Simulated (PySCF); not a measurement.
## Unknown compound

An unknown has the formula C6H5F3O. Its calculated NMR data are:

1H NMR (300 MHz, computed): δ 6.03 (m, 1H), 5.50 (m, 2H), 5.11 (m, 2H).

13C{1H} NMR (computed): δ 173.3, 153.4, 145.5, 106.3, 83.6, 74.5.

- shieldings: GIAO PBE0/pcSseg-1
- geometry from GFN2-xTB
- code: PySCF
- relativity neglected, no solvent, rapidly exchanging positions averaged, one conformer

Referencing at the same level of theory: 1H (31.72 ppm) and 13C (186.93 ppm) against TMS.

Question: Which candidate is it?
A. C=C1OC(C)=C1C(F)(F)F
B. FC/C(F)=C1\C=C(F)CO1
C. CC(=O)C#CCC(F)(F)F

Answer: B. 

Rings plus π bonds: 3 (1 ring in the answer). 6 carbon signals for 6 carbons: no two carbons are equivalent. Carbon types of the structure: 3 × C, 1 × CH, 2 × CH2, which accounts for all hydrogens. δC 173.3: fully substituted alkene carbon. δC 153.4: alkene carbon bearing oxygen; an sp2 carbon further deshielded by the attached heteroatom. δC 106.3: alkene CH; as expected for a trigonal carbon in a double bond. δC 83.6: allylic sp3 CH2 bonded to F; pulled downfield by the heteroatom. δC 74.5: allylic sp3 CH2 bonded to O; the inductive effect lowers its shielding.

The others: C=C1OC(C)=C1C(F)(F)F has carbons computed at 181.9, 164.8, 129.1, 110.5, 93.9, 16.0, with a different DEPT pattern; CC(=O)C#CCC(F)(F)F would give 2 signals for carbon-bound and other non-exchanging H, not 3.

Splittings by 19F in the carbon and heteronuclear signals aren't shown, as no couplings were computed. Shifts are as computed. Against solution values, carbons near 30 ppm lie about +3 ppm off and those near 130 ppm about +5 ppm. Of 1309 compounds with measured shifts, 239 miss one by over three times the rms of a fit or turn the order of signals round; such compounds aren't used in these exercises. Multiplicities follow the n + 1 count of equivalent neighbours, as no J values were calculated; m marks all less simple cases, F and P coupling included.
